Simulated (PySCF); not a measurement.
## Ionisation energy of I by level of theory

I [Kr] 4d10 5s2 5p5 (2P) → I⁺ [Kr] 4d10 5s2 5p4 (3P), as a difference of total energies. Calculation: PySCF 2.14, in Sapporo-DKH3-DZP-2012 (7s6p4d1f, 52 functions); scalar relativity by spin-free X2C-1e. Correlated levels: valence: [Kr] 4d10 frozen; valence and next inner shell: [Ar] 3d10 frozen. The calculations carry no spin-orbit coupling.

```tsv
method	ionisation energy (eV)	plus first-order spin-orbit estimate	error of that sum (eV)
UHF	9.556	9.518	-0.933
LDA	10.813	10.776	+0.325
PBE	10.527	10.490	+0.039
PBE0	10.551	10.513	+0.062
r2SCAN	10.552	10.514	+0.063
wB97X-V	10.639	10.602	+0.151
LC-wPBE	10.604	10.567	+0.116
r2SCANh	10.556	10.518	+0.067
TPSS	10.548	10.511	+0.060
ROHF	9.578	9.541	-0.910
MP2 (valence)	10.083	10.045	-0.406
SCS-MP2 (valence)	10.061	10.024	-0.427
MP2 (valence and next inner shell)	10.154	10.117	-0.334
SCS-MP2 (valence and next inner shell)	10.102	10.065	-0.386
```

Reference: 10.451 eV (measured; NIST Atomic Spectra Database, ionization energies).

A first-order spin-orbit estimate (lowest level to lowest level, LS coupling) adds -0.037 eV.

Errors of the correlated levels include the incompleteness of this basis and the frozen core.
